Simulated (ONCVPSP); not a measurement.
Ranking ONCV potentials for Br (Z = 35)

All share these settings but for the change named:

ONCVPSP 4.0.1 input, shortened (lines: element, Z, core and valence counts, functional; n l f; lmax; l rc ep ncon nbas qcut; lloc lpopt rc5 dvloc0; l nproj debl; icmod fcfact rcfact), PBE, scalar-relativistic:

```
  Br 35.00    3    5        4      upf
    1    0    2.00
    2    0    2.00
    2    1    6.00
    3    0    2.00
    3    1    6.00
    3    2   10.00
    4    0    2.00
    4    1    4.00
    2
    0    1.00    0.00    5    9   15.00
    1    0.80    0.00    4    7   18.60
    2    0.90    0.00    4    8   16.20
    4    5    0.55    6.00
    0    2    1.20
    1    2    1.20
    2    2    1.80
    0    0.00    0.00
```

In the d channel the program set the typed energies aside and used -2.863, 0.250 Ha.

Test errors are all-electron minus pseudo excitation energies from the reference, over 3s2 3p6 3d10 4s2 4p5; 3s2 3p6 3d10 4s2 4p3; 3s2 3p6 3d10 4s2 4p2; 3s2 3p6 3d10 4s2 4p4.5. None of these files shows a bound ghost.

The base gives 4.9 meV.

Of 7 variants that were run, those that failed, showed a ghost or another fault, or gave nearly equal values are left out.

A variant can come out equal or close to the base, since the largest error may sit in a test that the change hardly touches while other tests move.

Rank these variants by their largest absolute test error, smallest first.
A. local potential polynomial inside 0.80 bohr (lpopt 5, dvloc0 6 Ha)
B. all radii scaled by about 1.27 (s 1.26, p 1.02, d 1.14 bohr); local potential polynomial inside 0.70 bohr (lpopt 5, dvloc0 6 Ha)
C. d: rc 0.74

C (4.5 meV), A (5.8 meV), B (7.8 meV).
